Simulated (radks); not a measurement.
Question: Isoelectronic series with 20 electrons, each ion in its NIST ground configuration. All-electron calculation, scalar-relativistic Kohn-Sham, r2SCAN, spin-polarised, spherical densities, finite nucleus; open shells are filled with parallel spins first; meta-GGA in the generalised Kohn-Sham scheme; Fermi nuclear charge, rms radius of each element as measured or else 0.836 A^(1/3) + 0.57 fm. Program: a radial shooting solver on a logarithmic mesh with Libxc functionals. Total energies (hartree) and orbital eigenvalues (Ry) (* marks an orbital that is empty in some or all of the ions):

ion    configuration  E (hartree)        4s*         3p         3s
Ca          [Ar] 4s2   -680.51084   -0.28164   -2.12801   -3.59663
Sc+     [Ar] 3d1 4s1   -764.01607   -0.76604   -3.09652   -4.74178
Ti2+        [Ar] 3d2   -853.02695   -1.21195   -4.17767   -6.00229
V3+         [Ar] 3d2   -947.38369   -1.98412   -5.86375   -7.89657
Cr4+        [Ar] 3d2  -1047.04498   -2.90874   -7.81387  -10.06137
Mn5+        [Ar] 3d2  -1152.01202   -3.97642  -10.01087  -12.47831
Fe6+        [Ar] 3d2  -1262.29231   -5.18245  -12.44733  -15.13955
Co7+        [Ar] 3d2  -1377.89665   -6.52417  -15.11932  -18.04118
Ni8+        [Ar] 3d2  -1498.83845   -7.99997  -18.02454  -21.18104
Cu9+        [Ar] 3d2  -1625.13212   -9.60886  -21.16157  -24.55799
Zn10+       [Ar] 3d2  -1756.79465  -11.35024  -24.52951  -28.17148
Ga11+       [Ar] 3d2  -1893.84346  -13.22374  -28.12779  -32.02136
Ge12+       [Ar] 3d2  -2036.29747  -15.22919  -31.95609  -36.10776
Se14+       [Ar] 3d2  -2337.50312  -19.63596  -40.30237  -44.99176

Estimate the row of As13+ ([Ar] 3d2).

Answer: E (hartree) -2184.17714; 4s* -17.36657; 3p -36.01429; 3s -40.43106.
